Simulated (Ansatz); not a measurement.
## What each rung costs, and what it gives

The pair of CH4O (SMILES CO, atoms 1–6) and H2Te (SMILES [TeH2], atoms 7–9), both closed shells, in one local arrangement (a lower one may exist), relaxed at PBE0-D4/def2-TZVP:

```
9
angstrom
C -0.0720 0.5501 -1.3754
O -0.4416 -0.6825 -0.7930
H -0.6739 1.3209 -0.8941
H -0.2766 0.5720 -2.4517
H 0.9858 0.7861 -1.2098
H 0.0844 -1.3833 -1.1846
Te -0.5004 -0.6723 2.2686
H 0.9524 -0.0486 1.7827
H -0.0581 -0.4425 3.8573
```

Interaction energies are counterpoise-corrected; the time is that of the whole pair.

Computed with Ansatz 0.2.0 (basis: as named in each row); correlated methods freeze the cores. Filled d shells of the heavier atoms are correlated. Core potentials replace the inner electrons of the atoms past krypton. The def2 sets are not built for correlating such inner shells, so the correlated values are less sure here. B3LYP uses VWN-RPA correlation. Extrapolation: Hartree–Fock as exp(−7.88 √X), correlation as X^−2.97.

Times are rough, for one single point on 4 threads of a shared host (AMD EPYC 9R45).

The estimate by CCSD(T) at an estimated basis limit (MP2 extrapolated from triple and quadruple zeta, plus CCSD(T) − MP2 in triple zeta) is -0.136 eV.

| method | basis | time (s) | interaction energy (eV) | method less estimate |
| --- | --- | --- | --- | --- |
| SPW92 | def2-SVP | under 1 | -0.226 | -0.089 |
| PBE-D4 | def2-SVP | under 1 | -0.169 | -0.033 |
| PBE0-D4 | def2-SVP | under 1 | -0.162 | -0.026 |
| PBE-D4 | def2-TZVPPD | under 1 | -0.156 | -0.020 |
| revPBE-D4 | def2-TZVPPD | under 1 | -0.150 | -0.013 |
| BLYP-D4 | def2-TZVPPD | under 1 | -0.154 | -0.017 |
| PBE0-D4 | def2-TZVPPD | under 1 | -0.147 | -0.010 |
| CCSD(T) | def2-SVP | 1 | -0.070 | 0.066 |
| B3LYP-D4 | def2-TZVPPD | 1 | -0.153 | -0.017 |
| HSE06-D4 | def2-TZVPPD | 1 | -0.145 | -0.009 |
| wB97M-V | def2-SVP | 1 | -0.153 | -0.017 |
| r2SCAN-D4 | def2-TZVPPD | 1 | -0.140 | -0.004 |
| B2PLYP | def2-TZVPPD | 2 | -0.088 | 0.049 |
| wB97X-V | def2-TZVPPD | 2 | -0.140 | -0.004 |
| B97M-V | def2-TZVPPD | 2 | -0.158 | -0.021 |
| wB97M-V | def2-TZVPPD | 3 | -0.145 | -0.008 |
| MP2 | def2-QZVPPD | 6 | -0.140 | -0.004 |
| CCSD(T) | def2-TZVPPD | 42 | -0.115 | 0.021 |

T1 diagnostic: at most 0.011.
